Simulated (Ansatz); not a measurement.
Reactions of H₉NSi₃ (`N[SiH2][SiH2][SiH3]`).

Program: Ansatz. Geometries: PBE0-D4/def2-TZVP. ΔE: electronic, gas phase. CBS: MP2 limit from def2 TZ/QZ plus the TZ coupled-cluster correction, frozen cores. This one scheme is used for every species. For Ge outer-core shells are correlated without core-valence functions, which leaves a few kJ/mol of doubt a bond. Scalar relativity is left out up to krypton. Each species was taken in one conformer, which may not be the lowest.

Question: Order these by ΔE at CCSD(T)/CBS, lowest first. (An estimate is asked.)
A. `N[SiH2][SiH2][SiH3]` + `[OH][GeH2][O][SiH3]` → `[SiH3][O][GeH2][O][SiH3]` + `N[SiH2][SiH3]`
B. `N[SiH2][SiH2][SiH3]` + CH₃OH → `CO[SiH2]N` + `[SiH3][SiH3]`
C. `N[SiH2][SiH2][SiH3]` + CH₃OH → `CO[SiH2][SiH2]N` + SiH₄
D. `N[SiH2][SiH2][SiH3]` + `N[SiH2]F` → `F[SiH2]N[SiH2][SiH3]` + `N[SiH3]`

Answer: B (-1.14 eV), A (-0.96 eV), C (-0.74 eV), D (-0.45 eV).

Largest T1 diagnostic: 0.013, for `[SiH3][SiH3]`.
